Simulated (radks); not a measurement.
The numbers below are computed, except where a source is named.
Coherent X-ray form factor from a spherical all-electron density. Level of theory: scalar-relativistic Kohn-Sham, PBEsol, spin-polarised, spherical densities, finite nucleus; Fermi nuclear charge, rms radius of each element as measured or else 0.836 A^(1/3) + 0.57 fm (a radial shooting solver on a logarithmic mesh with Libxc functionals).

| sin(theta)/lambda (1/angstrom) | f0 (electrons) |
|---|---|
| 0.05 | 5.749 |
| 0.1 | 5.111 |
| 0.15 | 4.323 |
| 0.2 | 3.577 |
| 0.25 | 2.967 |
| 0.3 | 2.510 |
| 0.4 | 1.957 |
| 0.5 | 1.687 |
| 0.6 | 1.534 |
| 0.8 | 1.315 |
| 1 | 1.106 |
| 1.25 | 0.859 |
| 1.5 | 0.653 |
| 2 | 0.371 |

The species is in the configuration that NIST lists as its ground one. Which atom or ion scatters so?

Answer. Neutral carbon, [He] 2s2 2p2. Extrapolating in s^2 from the first two rows gives f0(0) = 6.0, near the electron count 6; among species with that count, the fall with angle is slower the higher Z, and the table is that of Z = 6; from so few rows the species is fixed only to a neighbour or two.
